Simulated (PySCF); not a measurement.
PySCF input for ethynylcyclopropane (C5H6), SMILES C#CC1CC1, TDA-CAM-B3LYP/def2-SVPD. The structure is a stationary point at B3LYP-D3(BJ)/def2-SVP.

```python
import numpy as np
from pyscf import gto, scf, dft, tdscf

mol = gto.M(
    atom='''
    C     2.28077378    0.18270807   -0.00000000
    C     1.11894319   -0.16474310    0.00000000
    C    -0.26221077   -0.57554697    0.00000000
    C    -1.30381940    0.23955105    0.74919835
    C    -1.30381940    0.23955105   -0.74919835
    H     3.30939721    0.48859848   -0.00000000
    H    -0.41166066   -1.66096236    0.00000001
    H    -0.95263105    1.13617433    1.26549190
    H    -2.08583945   -0.31455270    1.27488887
    H    -2.08583944   -0.31455270   -1.27488888
    H    -0.95263105    1.13617432   -1.26549191
    ''',
    basis='def2-SVPD',
    charge=0,
    spin=0,
    symmetry=True,
    max_memory=1600,
    verbose=4,
)
mf = dft.RKS(mol, xc='cam-b3lyp').density_fit(auxbasis='def2-universal-jkfit')
mf.grids.level = 3
mf.conv_tol = 1e-9
mf.max_cycle = 100
mf.kernel()
mf.grids = dft.Grids(mol).set(level=1).build(with_non0tab=True)  # coarser grid for the response kernel
td = tdscf.TDA(mf)
td.singlet = True
td.nstates = 10
td.conv_tol = 1e-4
td.positive_eig_threshold = 1e-6
td.kernel(x0=td.get_init_guess(mf, 15))
td.analyze()
tt = tdscf.TDA(mf)
tt.singlet = False
tt.nstates = 4
tt.conv_tol = 1e-4
tt.positive_eig_threshold = 1e-6
tt.kernel(x0=tt.get_init_guess(mf, 9))
tt.analyze(verbose=3)
```

Output:

```
PySCF version 2.14.0

[INPUT] verbose = 4
[INPUT] num. atoms = 11
[INPUT] num. electrons = 36
[INPUT] charge = 0
[INPUT] spin (= nelec alpha-beta = 2S) = 0
[INPUT] symmetry True subgroup None
[INPUT] Mole.unit = angstrom
[INPUT] Symbol           X                Y                Z      unit          X                Y                Z       unit  Magmom
[INPUT]  1 C      2.280773780000   0.182708070000   0.000000000000 AA    4.310037796289   0.345268213048   0.000000000000 Bohr   0.0
[INPUT]  2 C      1.118943190000  -0.164743100000   0.000000000000 AA    2.114496178047  -0.311319339912   0.000000000000 Bohr   0.0
[INPUT]  3 C     -0.262210770000  -0.575546970000   0.000000000000 AA   -0.495506542211  -1.087626145123   0.000000000000 Bohr   0.0
[INPUT]  4 C     -1.303819400000   0.239551050000   0.749198350000 AA   -2.463861581895   0.452685877352   1.415779694476 Bohr   0.0
[INPUT]  5 C     -1.303819400000   0.239551050000  -0.749198350000 AA   -2.463861581895   0.452685877352  -1.415779694476 Bohr   0.0
[INPUT]  6 H      3.309397210000   0.488598480000   0.000000000000 AA    6.253854364300   0.923317312079   0.000000000000 Bohr   0.0
[INPUT]  7 H     -0.411660660000  -1.660962360000   0.000000010000 AA   -0.777925903658  -3.138763963611   0.000000018897 Bohr   0.0
[INPUT]  8 H     -0.952631050000   1.136174330000   1.265491900000 AA   -1.800211782257   2.147058313461   2.391433103855 Bohr   0.0
[INPUT]  9 H     -2.085839450000  -0.314552700000   1.274888870000 AA   -3.941665300313  -0.594418454742   2.409190803556 Bohr   0.0
[INPUT] 10 H     -2.085839440000  -0.314552700000  -1.274888880000 AA   -3.941665281416  -0.594418454742  -2.409190822453 Bohr   0.0
[INPUT] 11 H     -0.952631050000   1.136174320000  -1.265491910000 AA   -1.800211782257   2.147058294564  -2.391433122753 Bohr   0.0

nuclear repulsion = 146.795293674481
point group symmetry = Cs
symmetry origin: [-2.09969568e-09 -1.57477176e-09 -5.24923919e-10]
symmetry axis x: [ 1.00000000e+00 -9.79001629e-10  1.98857285e-10]
symmetry axis y: [-9.79001628e-10 -1.00000000e+00 -2.78337024e-09]
symmetry axis z: [-1.98857288e-10 -2.78337028e-09  1.00000000e+00]
num. orbitals of irrep A' = 90
num. orbitals of irrep A" = 58
number of shells = 64
number of NR pGTOs = 210
number of NR cGTOs = 148
basis = def2-SVPD
ecp = {}


[settings echo left out]
init E= -194.492657698742
HOMO (A") = -0.292075065454117  LUMO (A') = -0.00903467270179181  gap/eV = 7.70192
cycle= 1 E= -193.765527566132  delta_E= 0.727  |g|= 0.273  |ddm|= 8.49
HOMO (A") = -0.276080313373527  LUMO (A') = 0.0554454797760324  gap/eV = 9.02128
cycle= 2 E= -193.780617511671  delta_E= -0.0151  |g|= 0.174  |ddm|= 1.67
HOMO (A") = -0.315500436156535  LUMO (A') = 0.0517074029346296  gap/eV = 9.99223
cycle= 3 E= -193.787982248159  delta_E= -0.00736  |g|= 0.0481  |ddm|= 0.515
HOMO (A") = -0.316385212301414  LUMO (A') = 0.0512258469876463  gap/eV = 10.00321
cycle= 4 E= -193.788269313033  delta_E= -0.000287  |g|= 0.0358  |ddm|= 0.156
HOMO (A") = -0.314101647080072  LUMO (A') = 0.052157605786193  gap/eV = 9.96642
cycle= 5 E= -193.788586421138  delta_E= -0.000317  |g|= 0.00351  |ddm|= 0.078
HOMO (A") = -0.313939572870357  LUMO (A') = 0.0522006524196938  gap/eV = 9.96318
cycle= 6 E= -193.788589099392  delta_E= -2.68e-06  |g|= 0.00126  |ddm|= 0.0128
HOMO (A") = -0.314109081944454  LUMO (A') = 0.0521809411078262  gap/eV = 9.96726
cycle= 7 E= -193.788589525498  delta_E= -4.26e-07  |g|= 0.000189  |ddm|= 0.0038
HOMO (A") = -0.314091262896476  LUMO (A') = 0.0521802093038128  gap/eV = 9.96675
cycle= 8 E= -193.788589542242  delta_E= -1.67e-08  |g|= 6.04e-05  |ddm|= 0.000746
HOMO (A") = -0.314091851765182  LUMO (A') = 0.0521829259403228  gap/eV = 9.96684
cycle= 9 E= -193.788589544324  delta_E= -2.08e-09  |g|= 2.42e-05  |ddm|= 0.000255
HOMO (A") = -0.314093919921504  LUMO (A') = 0.0521825529765452  gap/eV = 9.96689
cycle= 10 E= -193.788589544716  delta_E= -3.92e-10  |g|= 9.96e-06  |ddm|= 6.55e-05
HOMO (A") = -0.314093694447843  LUMO (A') = 0.0521827055382853  gap/eV = 9.96689
Extra cycle  E= -193.788589544769  delta_E= -5.24e-11  |g|= 8.13e-06  |ddm|= 3.67e-05
converged SCF energy = -193.788589544769
tot grids = 40736
Overwritten attributes  positive_eig_threshold  of <class 'pyscf.tdscf.rks.TDA'>


******** <class 'pyscf.tdscf.rks.TDA'> for <class 'pyscf.df.df_jk.DFSymAdaptedRKS'> ********
nstates = 10 singlet
deg_eia_thresh = 1.000e-03
wfnsym = None
conv_tol = 0.0001
eigh lindep = 1e-12
eigh level_shift = 0
eigh max_cycle = 100


Excitation energies (eV)
[6.1632385  6.57075815 6.73156763 7.19935132 7.64800406 7.86813654
 8.01825393 8.14688813 8.30535732 8.39415687]

** Singlet excitation energies and oscillator strengths **
Excited State   1:   A"      6.16324 eV    201.17 nm  f=0.0007
      18 -> 19       -0.41637
      18 -> 20        0.32572
      18 -> 24       -0.37621
      18 -> 25       -0.16266
Excited State   2:   A'      6.57076 eV    188.69 nm  f=0.0157
      17 -> 19        0.28121
      17 -> 20       -0.22219
      17 -> 24        0.27030
      17 -> 25        0.12016
      18 -> 21       -0.38473
      18 -> 23        0.32142
Excited State   3:   A"      6.73157 eV    184.18 nm  f=0.0016
      16 -> 23        0.10711
      17 -> 21       -0.50543
      17 -> 23        0.42953
      18 -> 19       -0.11645
Excited State   4:   A"      7.19935 eV    172.22 nm  f=0.0449
      18 -> 19        0.47212
      18 -> 20        0.48546
      18 -> 24       -0.13732
Excited State   5:   A'      7.64800 eV    162.11 nm  f=0.0571
      17 -> 19       -0.50114
      17 -> 20       -0.45828
Excited State   6:   A"      7.86814 eV    157.58 nm  f=0.0090
      15 -> 19        0.13179
      18 -> 19       -0.14304
      18 -> 20        0.31357
      18 -> 22       -0.36695
      18 -> 24        0.44842
      18 -> 25        0.10228
Excited State   7:   A"      8.01825 eV    154.63 nm  f=0.0027
      15 -> 19       -0.12720
      18 -> 19        0.18742
      18 -> 20       -0.20106
      18 -> 22       -0.56626
      18 -> 24       -0.24335
      18 -> 26       -0.11422
Excited State   8:   A'      8.14689 eV    152.19 nm  f=0.0457
      16 -> 19       -0.10054
      17 -> 20       -0.17968
      18 -> 21        0.48303
      18 -> 23        0.43196
Excited State   9:   A'      8.30536 eV    149.28 nm  f=0.0628
      16 -> 19       -0.22373
      17 -> 19        0.24335
      17 -> 20       -0.37546
      17 -> 22        0.19533
      17 -> 24       -0.34075
      18 -> 23       -0.26051
Excited State  10:   A"      8.39416 eV    147.70 nm  f=0.0003
      15 -> 19        0.11558
      15 -> 20       -0.11083
      18 -> 19       -0.12192
      18 -> 24       -0.17963
      18 -> 25        0.63319

** Transition electric dipole moments (AU) **
state          X           Y           Z        Dip. S.      Osc.
  1         0.0000     -0.0000     -0.0680      0.0046      0.0007
  2         0.2972     -0.0974     -0.0000      0.0978      0.0157
  3        -0.0000     -0.0000     -0.0993      0.0099      0.0016
  4        -0.0000     -0.0000      0.5045      0.2545      0.0449
  5         0.3296     -0.4429     -0.0000      0.3048      0.0571
  6         0.0000     -0.0000      0.2158      0.0466      0.0090
  7        -0.0000     -0.0000      0.1181      0.0140      0.0027
  8        -0.4784     -0.0190     -0.0000      0.2292      0.0457
  9        -0.3852     -0.4005      0.0000      0.3088      0.0628
 10        -0.0000      0.0000      0.0362      0.0013      0.0003

** Transition velocity dipole moments (imaginary part, AU) **
state          X           Y           Z        Dip. S.      Osc.
  1        -0.0000     -0.0000     -0.0067      0.0000      0.0001
  2         0.0383     -0.0130     -0.0000      0.0016      0.0045
  3        -0.0000      0.0000      0.0021      0.0000      0.0000
  4         0.0000     -0.0000      0.1163      0.0135      0.0341
  5         0.0766     -0.1100     -0.0000      0.0180      0.0426
  6        -0.0000     -0.0000      0.0722      0.0052      0.0120
  7         0.0000     -0.0000      0.0142      0.0002      0.0005
  8        -0.1137      0.0107      0.0000      0.0130      0.0291
  9        -0.0547     -0.1056      0.0000      0.0141      0.0309
 10        -0.0000      0.0000     -0.0195      0.0004      0.0008

** Transition magnetic dipole moments (imaginary part, AU) **
state          X           Y           Z
  1         0.1193     -0.1114      0.0000
  2         0.0000     -0.0000     -0.1323
  3        -0.0650     -0.0581      0.0000
  4        -0.1383      0.8261     -0.0000
  5         0.0000      0.0000      0.8540
  6         0.2424      0.2216      0.0000
  7         0.2290     -0.1395     -0.0000
  8        -0.0000     -0.0000      0.2602
  9        -0.0000      0.0000      0.5410
 10        -0.0487      0.1827      0.0000


******** <class 'pyscf.tdscf.rks.TDA'> for <class 'pyscf.df.df_jk.DFSymAdaptedRKS'> ********
nstates = 4 triplet
deg_eia_thresh = 1.000e-03
wfnsym = None
conv_tol = 0.0001
eigh lindep = 1e-12
eigh level_shift = 0
eigh max_cycle = 100


Excitation energies (eV)
[5.20105605 5.62486347 5.70282115 6.39673661]

** Triplet excitation energies and oscillator strengths **
Excited State   1:   A'      5.20106 eV    238.38 nm  f=0.0000
Excited State   2:   A"      5.62486 eV    220.42 nm  f=0.0000
Excited State   3:   A'      5.70282 eV    217.41 nm  f=0.0000
Excited State   4:   A"      6.39674 eV    193.82 nm  f=0.0000
```

The calculation finished and met its thresholds.
